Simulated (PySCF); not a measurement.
Geometry:
```tsv
atom	x (Å)	y (Å)	z (Å)
N1	3.201	-1.063	0.857
C2	2.302	-0.704	0.245
C3	1.166	-0.239	-0.475
C4	-0.145	-0.990	-0.128
C5	-0.973	0.191	0.318
C6	-2.243	0.216	0.675
F7	-3.012	-0.890	0.691
Si8	0.420	1.451	0.135
H9	1.396	-0.268	-1.541
H10	-0.005	-1.715	0.676
H11	-0.576	-1.515	-0.980
H12	-2.796	1.092	0.983
H13	0.984	1.984	1.369
H14	0.280	2.450	-0.922
```

How the numbers were obtained: structure optimised with GFN2-xTB, NMR shieldings at PBE0/pcSseg-1/GIAO, in PySCF 2.14.0 with density-fitted response routines (no relativistic terms, no solvent model, one conformer).

δ = σ(ref) − σ, references computed at the same level: ¹³C (σ = 186.93 ppm) and ¹H (σ = 31.72 ppm) and ²⁹Si (σ = 349.16 ppm) vs TMS; ¹⁵N (σ = 267.73 ppm) against NH3; ¹⁹F (σ = 170.95 ppm) vs CFCl3.

```
atoms  nucleus  count  Hirshfeld charge  δ (ppm)
  H11       ¹H      1              0.05     3.50
   C4      ¹³C      1             -0.06     34.7
  H14       ¹H      1             -0.06     5.29
  H12       ¹H      1              0.06        ?
   C5      ¹³C      1             -0.12    115.5
  H10       ¹H      1              0.05     3.31
   H9       ¹H      1              0.06        ?
   C2      ¹³C      1              0.07        ?
   N1      ¹⁵N      1             -0.25        ?
  H13       ¹H      1             -0.06     5.31
   F7      ¹⁹F      1             -0.08    -80.4
  Si8     ²⁹Si      1              0.38    -30.0
   C6      ¹³C      1              0.05    162.7
   C3      ¹³C      1             -0.09      6.8
```

Q: Complete the table.

A: 
- C2: 126.4 ppm, nitrile carbon; C≡N carbons fall here, among the sp2 signals but without a proton
- H12: 6.58 ppm, hydrogen on an alkene CH; olefinic region
- H9: 2.41 ppm, hydrogen on an sp3 CH bonded to Si, α to a nitrile
- N1: 298.9 ppm, nitrile nitrogen

Shifts are as computed. Against solution values, carbons near 30 ppm lie about +3 ppm off and those near 130 ppm about +5 ppm. Of 1211 compounds with measured shifts, 218 miss one by over three times the rms of a fit or turn the order of signals round; such compounds aren't used in these exercises. Unscaled 19F shifts against computed CFCl3 carry errors that often reach 10 to 50 ppm. Experimental scales use liquid or dissolved standards, which lie at an offset from isolated NH3 (liquid NH3: subtract about 20 ppm). Unscaled 15N shifts of sp2 nitrogen come out 20 to 40 ppm too high even then.
